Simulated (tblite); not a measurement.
A geometry optimisation, step by step.

C6H9PSe.
SMILES with atom numbers: `[CH2:1]=[CH:2][C:3]1=[CH:4][P@@H:5](=[Se:6])[CH2:7][CH2:8]1` (hydrogens: H9, H10 on C1; H11 on C2; H12 on C4; H13 on P5; H14, H15 on C7; H16, H17 on C8)

Computed with GFN2-xTB (tblite), gas phase: L-BFGS steps from a force-field or distance-geometry start until the largest atomic force falls under 0.01 eV/Å. 6 of its 73 geometries are shown.

Step 0: E = -628.2933 eV, largest atomic force 3.427 eV/Å
```
atom  x, y, z in Å  |  force x, y, z in eV/Å
C1      1.674   -0.581    2.069    0.853   0.030   1.089
C2      0.741   -1.164    1.344   -0.294  -0.289  -0.232
C3      0.101   -0.519    0.194    0.822  -1.232   1.999
C4     -0.828   -1.133   -0.514   -0.886  -0.584  -0.865
P5     -1.331    0.026   -1.791    1.293   0.056   0.232
Se6    -3.061   -0.125   -2.731   -3.190  -0.174  -1.240
C7     -0.781    1.502   -0.823   -0.003  -0.296  -0.397
C8      0.453    0.832   -0.246    1.341   1.515  -0.195
H9      2.048    0.418    1.905   -0.018  -0.134  -0.014
H10     2.111   -1.110    2.923   -0.145   0.331  -0.423
H11     0.465   -2.187    1.645   -0.187   0.579  -0.558
H12    -1.221   -2.134   -0.361    0.098   0.341  -0.109
H13    -0.403   -0.107   -2.833    0.586   0.183   0.483
H14    -0.535    2.348   -1.479   -0.197  -0.082   0.266
H15    -1.517    1.779   -0.055    0.113  -0.037  -0.297
H16     0.940    1.448    0.539   -0.209  -0.357  -0.503
H17     1.138    0.718   -1.129    0.023   0.152   0.764
```

Step 14: E = -628.8270 eV, largest atomic force 0.198 eV/Å
```
atom  x, y, z in Å  |  force x, y, z in eV/Å
C1      1.704   -0.597    2.107   -0.028  -0.073   0.007
C2      0.761   -1.156    1.350    0.006   0.035   0.076
C3      0.125   -0.526    0.218   -0.044  -0.021  -0.080
C4     -0.821   -1.117   -0.536    0.030   0.055  -0.118
P5     -1.377    0.004   -1.843    0.043  -0.118  -0.136
Se6    -3.288   -0.107   -2.648    0.034   0.023   0.093
C7     -0.745    1.452   -0.903   -0.093  -0.074  -0.096
C8      0.501    0.860   -0.246   -0.060   0.186  -0.033
H9      2.087    0.396    1.931   -0.019  -0.087  -0.014
H10     2.127   -1.123    2.945    0.009  -0.005  -0.002
H11     0.402   -2.154    1.571    0.065   0.024   0.034
H12    -1.233   -2.105   -0.404    0.066   0.051   0.054
H13    -0.324   -0.096   -2.779   -0.122  -0.075  -0.031
H14    -0.574    2.330   -1.531    0.060  -0.072   0.103
H15    -1.501    1.688   -0.145    0.046   0.119  -0.048
H16     0.847    1.502    0.560    0.060  -0.041   0.072
H17     1.303    0.760   -0.991   -0.053   0.073   0.121
```

Step 29: E = -628.8998 eV, largest atomic force 0.111 eV/Å
```
atom  x, y, z in Å  |  force x, y, z in eV/Å
C1      1.719   -0.654    2.118    0.007   0.023  -0.002
C2      0.756   -1.153    1.350   -0.031   0.012   0.017
C3      0.155   -0.493    0.212   -0.094  -0.013   0.001
C4     -0.732   -1.115   -0.583   -0.016  -0.027  -0.094
P5     -1.371   -0.035   -1.875   -0.002   0.039   0.036
Se6    -3.389   -0.075   -2.363   -0.030  -0.015   0.011
C7     -0.697    1.446   -1.011   -0.003   0.037   0.053
C8      0.472    0.930   -0.169   -0.006   0.008  -0.020
H9      2.149    0.316    1.946    0.044   0.069  -0.027
H10     2.119   -1.206    2.950    0.002  -0.040   0.027
H11     0.353   -2.134    1.560    0.037  -0.056   0.019
H12    -1.092   -2.122   -0.441    0.029  -0.009  -0.024
H13    -0.507   -0.235   -2.960    0.053   0.011   0.008
H14    -0.437    2.284   -1.658    0.011  -0.082  -0.074
H15    -1.527    1.765   -0.370    0.022   0.075   0.066
H16     0.633    1.548    0.717   -0.041  -0.002  -0.057
H17     1.389    0.946   -0.766    0.019  -0.031   0.061
```

Step 43: E = -628.9186 eV, largest atomic force 0.043 eV/Å
```
atom  x, y, z in Å  |  force x, y, z in eV/Å
C1      1.725   -0.658    2.109    0.005   0.007  -0.010
C2      0.751   -1.158    1.354   -0.014   0.003   0.014
C3      0.132   -0.498    0.222    0.042  -0.010  -0.002
C4     -0.705   -1.134   -0.616   -0.005   0.007   0.022
P5     -1.390   -0.034   -1.860   -0.010  -0.003  -0.012
Se6    -3.432   -0.089   -2.248    0.010  -0.001   0.001
C7     -0.678    1.456   -1.040   -0.004  -0.009  -0.004
C8      0.434    0.940   -0.123   -0.012  -0.023   0.011
H9      2.162    0.310    1.933   -0.015   0.005  -0.008
H10     2.132   -1.219    2.933    0.001   0.015  -0.014
H11     0.364   -2.145    1.572    0.007  -0.008  -0.020
H12    -1.015   -2.161   -0.513   -0.024   0.010  -0.003
H13    -0.567   -0.216   -2.980   -0.003  -0.006  -0.010
H14    -0.342    2.197   -1.765    0.041   0.009   0.000
H15    -1.492    1.903   -0.461    0.001  -0.013   0.025
H16     0.514    1.547    0.780   -0.005   0.007  -0.024
H17     1.399    0.972   -0.640   -0.015   0.010   0.032
```

Step 58: E = -628.9209 eV, largest atomic force 0.019 eV/Å
```
atom  x, y, z in Å  |  force x, y, z in eV/Å
C1      1.725   -0.651    2.098   -0.005   0.005   0.008
C2      0.753   -1.166    1.350    0.014  -0.004  -0.012
C3      0.128   -0.506    0.224   -0.006   0.002   0.006
C4     -0.711   -1.134   -0.616   -0.002  -0.006   0.008
P5     -1.392   -0.033   -1.860    0.000   0.001  -0.012
Se6    -3.438   -0.089   -2.228    0.007   0.017  -0.002
C7     -0.663    1.455   -1.048   -0.011  -0.002  -0.001
C8      0.428    0.935   -0.107   -0.009  -0.003   0.002
H9      2.137    0.328    1.918   -0.001  -0.003   0.009
H10     2.150   -1.202    2.919    0.004   0.001  -0.007
H11     0.386   -2.163    1.560    0.002   0.005  -0.005
H12    -1.033   -2.158   -0.518   -0.003  -0.013   0.002
H13    -0.583   -0.227   -2.989    0.000  -0.005   0.004
H14    -0.298    2.185   -1.772    0.002  -0.011  -0.001
H15    -1.477    1.919   -0.483    0.000   0.001  -0.001
H16     0.474    1.538    0.800    0.009   0.002   0.002
H17     1.407    0.979   -0.591   -0.001   0.011  -0.001
```

Step 72: E = -628.9217 eV, largest atomic force 0.009 eV/Å
```
atom  x, y, z in Å  |  force x, y, z in eV/Å
C1      1.727   -0.646    2.096   -0.002  -0.004   0.001
C2      0.764   -1.171    1.344   -0.002   0.001  -0.001
C3      0.124   -0.508    0.227    0.001   0.000  -0.007
C4     -0.720   -1.136   -0.609   -0.007  -0.002   0.001
P5     -1.396   -0.035   -1.858   -0.001   0.000   0.002
Se6    -3.440   -0.053   -2.236   -0.002  -0.006   0.000
C7     -0.660    1.451   -1.053    0.004   0.005   0.001
C8      0.421    0.933   -0.100    0.003   0.007  -0.001
H9      2.120    0.342    1.930    0.000  -0.002   0.004
H10     2.164   -1.200    2.908    0.003  -0.001   0.003
H11     0.413   -2.175    1.544    0.003  -0.003  -0.004
H12    -1.038   -2.161   -0.512   -0.001  -0.006   0.006
H13    -0.586   -0.246   -2.983    0.003   0.001  -0.002
H14    -0.285    2.171   -1.781   -0.001   0.002   0.000
H15    -1.476    1.927   -0.498    0.001   0.004  -0.002
H16     0.456    1.534    0.809    0.000   0.006  -0.003
H17     1.405    0.985   -0.574   -0.001  -0.002   0.002
```

Problem. Summarise the path.

Solution. The energy falls by 0.6284 eV from step 0 to step 72; nine tenths of that is first reached at step 20. It falls at every step. The largest force goes from 3.427 to 0.009 eV/Å. Among the bonds P5=Se6 changes most, from 1.974 to 2.078 Å; the atoms move by 0.332 Å rms after alignment.

Problem. Follow the three bonds and two angles with the largest change from start to end.

Solution. 
| step | E above end (eV) | largest force (eV/Å) | P5=Se6 (Å) | C3–C8 (Å) | C8–H17 (Å) | Se6–P5–H13 (°) | P5–C7–C8 (°) |
| --- | --- | --- | --- | --- | --- | --- | --- |
| 0 | 0.6284 | 3.427 | 1.974 | 1.465 | 1.122 | 102.7 | 95.1 |
| 3 | 0.2249 | 0.616 | 2.072 | 1.530 | 1.087 | 107.7 | 97.9 |
| 6 | 0.1510 | 0.311 | 2.082 | 1.503 | 1.098 | 112.3 | 100.0 |
| 9 | 0.1231 | 0.172 | 2.073 | 1.511 | 1.096 | 113.6 | 100.5 |
| 13 | 0.1009 | 0.190 | 2.076 | 1.508 | 1.099 | 114.9 | 100.9 |
| 16 | 0.0815 | 0.269 | 2.074 | 1.514 | 1.097 | 116.0 | 102.1 |
| 19 | 0.0631 | 0.199 | 2.072 | 1.512 | 1.094 | 117.4 | 103.4 |
| 22 | 0.0483 | 0.201 | 2.078 | 1.505 | 1.095 | 116.9 | 103.8 |
| 25 | 0.0348 | 0.142 | 2.077 | 1.513 | 1.096 | 115.6 | 104.3 |
| 28 | 0.0242 | 0.114 | 2.075 | 1.510 | 1.095 | 114.7 | 105.3 |
| 31 | 0.0171 | 0.143 | 2.079 | 1.505 | 1.093 | 114.3 | 105.7 |
| 34 | 0.0087 | 0.106 | 2.079 | 1.509 | 1.094 | 114.3 | 106.0 |
| 38 | 0.0058 | 0.055 | 2.078 | 1.508 | 1.094 | 114.4 | 105.9 |
| 41 | 0.0041 | 0.072 | 2.080 | 1.509 | 1.094 | 114.8 | 106.0 |
| 44 | 0.0028 | 0.035 | 2.078 | 1.509 | 1.094 | 115.1 | 105.9 |
| 47 | 0.0023 | 0.035 | 2.078 | 1.508 | 1.094 | 115.3 | 105.9 |
| 50 | 0.0017 | 0.039 | 2.079 | 1.509 | 1.093 | 115.3 | 106.1 |
| 53 | 0.0013 | 0.023 | 2.078 | 1.508 | 1.094 | 115.1 | 106.2 |
| 56 | 0.0009 | 0.027 | 2.078 | 1.508 | 1.094 | 114.9 | 106.2 |
| 59 | 0.0007 | 0.018 | 2.079 | 1.508 | 1.094 | 114.9 | 106.1 |
| 63 | 0.0005 | 0.017 | 2.078 | 1.508 | 1.094 | 114.9 | 106.1 |
| 66 | 0.0003 | 0.022 | 2.079 | 1.508 | 1.094 | 114.9 | 106.2 |
| 69 | 0.0001 | 0.018 | 2.079 | 1.508 | 1.094 | 114.9 | 106.3 |
| 72 | 0.0000 | 0.009 | 2.078 | 1.508 | 1.094 | 114.9 | 106.3 |
